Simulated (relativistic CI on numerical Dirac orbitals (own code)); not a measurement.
**Sensitivity of the levels of Lu⁵²⁺ to α and to the nuclear radius**

Computed by Dirac-Coulomb-Breit CI, KLI orbitals optimised for each configuration, derivatives by finite differences, unscaled Slater integrals, QED left out (own radial code, finite nucleus).

Configurations in the expansion (outside the closed core [Ne]): 3s²3p⁶3d, 3s²3p⁵3d², 3s3p⁶3d², 3s²3p⁶4s, 3s²3p⁶4p, 3p⁶3d³, 3p⁵3d⁴. Double excitations out of closed p, d and f shells are left out; levels of such configurations are missing from the list, as are those of other unlisted configurations, and high levels can miss mixing partners.

With x = (α/α₀)² − 1 an excitation energy changes as ω = ω₀ + qx; K = 2q/ω₀ is the relative enhancement. Terms are leading LS components, so labels can repeat. The field-shift factor is F = δν/δ⟨r²⟩ for the transition from the lowest level.

Lowest level 3s²3p⁶3d ²D3/2.

| Level | ω₀ (cm⁻¹) | q (cm⁻¹) | F (GHz/fm²) |
| --- | --- | --- | --- |
| 3s²3p⁶3d ²D5/2 | 512154 | 519200 | 10.7 |
| 3s²3p⁵3d² ⁴D°3/2 | 1933548 | 114300 | 16.3 |
| 3s²3p⁵3d² ⁴D°1/2 | 1943222 | 143300 | 16.6 |
| 3s²3p⁵3d² ⁴F°5/2 | 1987879 | 116500 | 16.6 |
| 3s²3p⁵3d² ²G°7/2 | 2009968 | 102700 | 16.4 |
| 3s²3p⁵3d² ²P°3/2 | 2180196 | 143000 | 17.1 |
| 3s²3p⁵3d² ⁴D°5/2 | 2401813 | 622300 | 26.7 |
| 3s²3p⁵3d² ⁴G°9/2 | 2438482 | 613900 | 26.9 |
| 3s²3p⁵3d² ⁴F°7/2 | 2459992 | 628700 | 27.3 |
| 3s²3p⁵3d² ⁴D°3/2 | 2490299 | 633500 | 26.5 |
| 3s²3p⁵3d² ⁴P°5/2 | 2506547 | 627600 | 27.1 |
| 3s²3p⁵3d² ²H°11/2 | 2522200 | 617800 | 27.5 |
| 3s²3p⁵3d² ²G°7/2 | 2533461 | 620300 | 27.1 |
| 3s²3p⁵3d² ⁴P°1/2 | 2584116 | 630700 | 26.7 |
| 3s²3p⁵3d² ²F°7/2 | 2616926 | 629700 | 27.8 |
| 3s²3p⁵3d² ⁴D°5/2 | 2632623 | 628700 | 27.8 |
| 3s²3p⁵3d² ²G°9/2 | 2656695 | 631100 | 28 |
| 3s²3p⁵3d² ⁴S°3/2 | 2657263 | 636900 | 27.7 |
| 3s²3p⁵3d² ²D°3/2 | 2796452 | 672500 | 19 |
| 3s²3p⁵3d² ²F°5/2 | 2863220 | 648400 | 25.7 |
| 3s²3p⁵3d² ²P°1/2 | 2914547 | 649500 | 23 |
| 3s²3p⁵3d² ⁴G°11/2 | 2955787 | 1.112e+06 | 37.6 |
| 3s²3p⁵3d² ²D°5/2 | 3011308 | 1.133e+06 | 37.5 |

At this charge energies of transitions that change n are usually good to better than 1 %, and those within a shell (Δn = 0) to a few per cent.

(1) Which transition from the lowest level has the largest |K|?

## Answers

(1) 3s²3p⁶3d ²D5/2 at 512154 cm⁻¹, K = 2.03.
